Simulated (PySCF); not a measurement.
Cartesian coordinates in Å; atom numbers follow the order of the lines, from 1:
```xyz
18

F    -3.907    0.108    0.251
C    -2.563    0.165    0.521
C    -1.762   -0.146   -0.730
C    -0.283   -0.116   -0.460
C     0.381   -1.255    0.011
C     1.741   -1.220    0.310
C     2.463   -0.039    0.142
C     1.815    1.104   -0.325
C     0.454    1.063   -0.621
H    -2.317    1.174    0.897
H    -2.330   -0.561    1.319
H    -2.030    0.586   -1.508
H    -2.068   -1.137   -1.099
H    -0.178   -2.186    0.138
H     2.242   -2.121    0.671
H     3.531   -0.010    0.372
H     2.375    2.033   -0.463
H    -0.047    1.962   -0.992
```

PySCF 2.14.0 with density-fitted response routines calculation with coordinates at the PBE0-D3(BJ)/def2-SVP level and shieldings: GIAO KT2/pcSseg-1; fast rotation and ring inversion assumed for equivalent nuclei, one computed conformer, in vacuum, non-relativistic Hamiltonian.

δ = σ(ref) − σ, references computed at the same level: 13C (σ = 183.22 ppm), 1H (σ = 31.18 ppm) against TMS; 19F (σ = 138.57 ppm) against CFCl3.

| atoms | nucleus | count | δ (ppm) |
| --- | --- | --- | --- |
| C6/C8 | 13C | 2 | 123.7 |
| H14/H18 | 1H | 2 | 7.06 |
| C5/C9 | 13C | 2 | ? |
| H10/H11 | 1H | 2 | 4.29 |
| C7 | 13C | 1 | 122.1 |
| H16 | 1H | 1 | 7.08 |
| F1 | 19F | 1 | ? |
| H15/H17 | 1H | 2 | ? |
| C4 | 13C | 1 | ? |
| H12/H13 | 1H | 2 | 2.83 |
| C3 | 13C | 1 | 42.1 |
| C2 | 13C | 1 | 87.3 |

Complete the table.

## Answers


- C4: 129.9 ppm, substituted aromatic carbon
- C5/C9: 124.8 ppm, aromatic CH
- H15/H17: 7.15 ppm, hydrogen on an aromatic CH; the ring current deshields protons in the ring plane
- F1: -245.4 ppm, fluorine on an sp3 carbon

Shifts are as computed. Against solution values, carbons near 30 ppm lie about +2 ppm off and those near 130 ppm about -5 ppm. Of 1211 compounds with measured shifts, 218 miss one by over three times the rms of a fit or turn the order of signals round; such compounds aren't used in these exercises. Unscaled 19F shifts against computed CFCl3 carry errors that often reach 10 to 50 ppm.
